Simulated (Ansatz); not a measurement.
A nudged elastic band was laid between two geometries of C3H7NSi (12 atoms, charge 0, multiplicity 1).

Computed with RKS PBE-D4/6-31G* (Ansatz).

```yaml
movable_images: 7
climbing_image: from the first iteration
spring: 5.0 eV/Å²
optimiser: lbfgs
start_path: IDPP
force_threshold: 0.05 eV/Å
iteration_limit: 15
end_points: relaxed
```

Initial state:

```xyz
12
Properties=species:S:1:pos:R:3
N -0.045 1.142 1.839
Si -0.555 0.102 0.538
C -0.489 0.522 -1.292
C 0.336 -0.537 -1.512
C 0.696 -1.172 -0.172
H -0.756 1.597 2.412
H 0.763 1.752 1.716
H -1.867 -0.455 1.018
H -0.910 1.186 -2.054
H 0.683 -0.919 -2.487
H 1.752 -1.024 0.117
H 0.469 -2.250 -0.088
```

Final state:

```xyz
12
Properties=species:S:1:pos:R:3
N -0.254 1.435 1.622
Si -0.595 0.162 0.488
C -0.407 0.484 -1.343
C 0.396 -0.607 -1.469
C 0.663 -1.192 -0.087
H -0.554 1.337 2.592
H 0.617 1.962 1.559
H -1.909 -0.400 0.960
H -0.768 1.126 -2.152
H 0.783 -1.038 -2.409
H 1.709 -1.066 0.247
H 0.395 -2.259 0.026
```

(1) Which bonds break or form, and what moves?

(2) What energy profile does the band end with?

(3) What is the geometry of the highest image?

Answers

(1) No bond is made or broken. The height of N1 over the plane of its neighbours goes from -0.23 to 0.21 Å.

(2) It converged. The highest image is number 4 of 0 to 8, 0.2 kcal/mol above the ends, which have the same energy within 2 meV. The top lies less than 8 meV above the higher end, about what the thresholds resolve: that end is a shoulder or a very shallow well. Another band between the same ends (7 images) ends at a top of the same energy, where a vibrational analysis finds 1 clearly imaginary mode.

```
image  path coordinate (Å)  energy (kcal/mol)  height of N1 over the plane of its neighbours (Å)
    0                 0.00                0.0                                              -0.23
    1                 0.10                0.0                                              -0.21
    2                 0.20                0.1                                              -0.18
    3                 0.30                0.1                                              -0.11
    4                 0.40                0.2                                              -0.02
    5                 0.49                0.1                                               0.07
    6                 0.58                0.0                                               0.15
    7                 0.68                0.0                                               0.20
    8                 0.77                0.0                                               0.21
```

(3) 
```xyz
12
Properties=species:S:1:pos:R:3:forces:R:3
N -0.132 1.299 1.720 0.00 0.00 0.00
Si -0.557 0.141 0.508 0.00 0.00 0.00
C -0.433 0.500 -1.328 0.00 0.00 0.00
C 0.363 -0.591 -1.499 0.00 0.00 0.00
C 0.681 -1.193 -0.135 0.00 0.00 0.00
H -0.703 1.466 2.544 0.00 0.00 0.00
H 0.675 1.916 1.663 0.00 0.00 0.00
H -1.871 -0.411 0.991 0.00 0.00 0.00
H -0.820 1.153 -2.116 0.00 0.00 0.00
H 0.710 -1.014 -2.457 0.00 0.00 0.00
H 1.736 -1.060 0.168 0.00 0.00 0.00
H 0.427 -2.263 -0.025 0.00 0.00 0.00
```

Run time: 10 min on 1 CPU thread of a shared host.
